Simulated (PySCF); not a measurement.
Gas-phase reaction: 6 ZnCH3 = 6 ZnH2 + C6H6, at 500 K and a standard pressure of 1 bar. Level: B3LYP/def2-TZVP†.

Method: PySCF energies plus ideal-gas RRHO corrections (1 bar). † marks an energy on the PBE0/def2-TZVP geometry and frequencies. Open shells (unrestricted): ZnCH3 (multiplicity 2); the rest are closed-shell singlets. B3LYP is the form with VWN-RPA correlation. Zn: all electrons, no relativistic terms. ZnCH3, ZnH2: computed as isolated molecules; such fragments, hydroxides, amides, oligomers or adducts are transient or little studied in the gas. The harmonic model lacks anharmonicity and excited electronic states, which grow with temperature; levels with a mode under 35 cm⁻¹ are left out.

```csv
species,E (Ha),H(500 K) − E (kJ/mol),S°(500 K) (J/mol/K)
ZnCH3,-1819.33234,112.5,283.4
ZnH2,-1780.61972,48.1,221.7
C6H6,-232.33737,300.4,323.7
```
E: electronic energy; H − E holds the zero-point and thermal terms. 1 Ha = 2625.5 kJ/mol.

Problem. Work out ΔH°, ΔS°, ΔG° and log10 K from these numbers.

Solution. 1. ΔE = 6×(-1780.61972) + 1×(-232.33737) − 6×(-1819.33234) = -0.06165 Ha = -161.9 kJ.
2. Δ(H − E) = 6×(48.1) + 1×(300.4) − 6×(112.5) = -86.0 kJ, so ΔH° = -247.9 kJ.
3. ΔS° = 6×(221.7) + 1×(323.7) − 6×(283.4) = -46.5 J/K; the number of gas molecules changes by +1.
4. ΔG° = ΔH° − TΔS° = -247.9 − 500×(-46.5)/1000 = -224.7 kJ.
5. log10 K = −ΔG°/(RT ln 10) = 23.48, with RT ln 10 = 9.57 kJ/mol; at standard pressures the products are favoured.
6. A shift of 10 kJ in ΔE would move log10 K by 1.04 here.
For scale, ΔH°(298 K) is -251 kJ at this level, -321 kJ at ωB97M-V/def2-TZVP†, and runs from -1084 to 0 kJ over the 18 levels computed.
